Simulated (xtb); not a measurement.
Cl2MoO2, charge -1, doublet, at a GFN2-xTB geometry (such geometries of metal compounds can be far from the true shape) (the multiplicity is a formal guess); GFN2-xTB in xtb.

The xtb input:
```
$ xtb coord --gfn 2 --chrg -1 --uhf 1 --json

# file coord
$coord
      0.9158697503      -0.1702606767       0.3022993370  mo
      2.9882203871      -1.1816621674      -1.7825311834  o
      1.5933737180       0.3299413437       3.2947690189  o
     -1.4836757967       3.1961258632      -1.3591426561  cl
     -2.9351054959      -2.3746720458      -0.0993558659  cl
$end
```

What the program printed (banner, timings and long lists left out):

```
   ID    Z sym.   atoms
    1   42 mo     1
    2    8 o      2, 3
    3   17 cl     4, 5

           -------------------------------------------------
          |                Calculation Setup                |
           -------------------------------------------------

           -------------------------------------------------
          |                 G F N 2 - x T B                 |
           -------------------------------------------------

          ...................................................
          :                      SETUP                      :
          :.................................................:
          :  # basis functions                  38          :
          :  # atomic orbitals                  35          :
          :  # shells                           13          :
          :  # electrons                        33          :
          :  max. iterations                   250          :
          :  Hamiltonian                  GFN2-xTB          :
          :  restarted?                      false          :
          :  GBSA solvation                  false          :
          :  PC potential                    false          :
          :  electronic temp.          300.0000000     K    :
          :  accuracy                    1.0000000          :
          :  -> integral cutoff          0.2500000E+02      :
          :  -> integral neglect         0.1000000E-07      :
          :  -> SCF convergence          0.1000000E-05 Eh   :
          :  -> wf. convergence          0.1000000E-03 e    :
          :  Broyden damping             0.4000000          :
          :  net charge                         -1          :
          :  unpaired electrons                  1          :
          ...................................................

 iter      E             dE          RMSdq      gap      omega  full diag
   1    -19.2847077 -0.192847E+02  0.146E+01    2.85       0.0  T
   2    -19.3346409 -0.499332E-01  0.137E+01    1.95       1.0  T
   3    -19.7243233 -0.389682E+00  0.412E+00    2.28       1.0  T
   4    -19.7380085 -0.136852E-01  0.207E+00    2.41       1.0  T
   5    -19.7344714  0.353709E-02  0.145E+00    2.48       1.0  T
   6    -19.7387035 -0.423209E-02  0.454E-01    2.44       1.0  T
   7    -19.7387770 -0.734833E-04  0.332E-01    2.43       1.0  T
   8    -19.7384787  0.298280E-03  0.493E-01    2.42       1.0  T
   9    -19.7389441 -0.465361E-03  0.587E-02    2.44       1.0  T
[...]
         :: total energy             -19.687494450761 Eh    ::
[...]
       ...                                ...                  ...
        35                          0.7021532              19.1066
      -------------------------------------------------------------
                  HL-Gap            0.0896342 Eh            2.4391 eV
             Fermi-level           -0.1802746 Eh           -4.9055 eV

     #   Z          covCN         q      C6AA      α(0)
     1  42 mo       3.267     0.884   349.163    44.958
     2   8 o        0.804    -0.574    25.530     6.773
     3   8 o        0.804    -0.574    25.530     6.773
     4  17 cl       0.856    -0.368   111.009    16.118
     5  17 cl       0.856    -0.368   111.009    16.118

 Mol. C6AA /au·bohr⁶  :       2397.977942
 Mol. C8AA /au·bohr⁸  :     140828.261977
 Mol. α(0) /au        :         90.740292

Wiberg/Mayer (AO) data.
largest (>0.10) Wiberg bond orders for each atom

 ---------------------------------------------------------------------------
     #   Z sym  total        # sym  WBO       # sym  WBO       # sym  WBO
 ---------------------------------------------------------------------------
     1  42 mo   6.021 --     3 o    2.038     2 o    2.038     5 cl   0.972
                             4 cl   0.972
     2   8 o    2.243 --     1 mo   2.038
     3   8 o    2.243 --     1 mo   2.038
     4  17 cl   1.110 --     1 mo   0.972
     5  17 cl   1.110 --     1 mo   0.972
 ---------------------------------------------------------------------------

Topologies differ in total number of bonds
Writing topology from bond orders to xtbtopo.mol

molecular dipole:
                 x           y           z       tot (Debye)
 q only:       -0.197       0.037      -0.065
   full:        0.023      -0.004       0.008       0.063
molecular quadrupole (traceless):
                xx          xy          yy          xz          yz          zz
 q only:       -2.157       1.154       2.575      -0.840      -0.554      -0.417
  q+dip:       -4.019       0.778       1.092      -2.408       1.050       2.928
   full:       -3.765       0.776       1.151      -2.226       0.912       2.614

           -------------------------------------------------
          | TOTAL ENERGY              -19.687494450761 Eh   |
          | GRADIENT NORM               0.000037140272 Eh/α |
          | HOMO-LUMO GAP               2.439070706359 eV   |
           -------------------------------------------------

normal termination of xtb
```
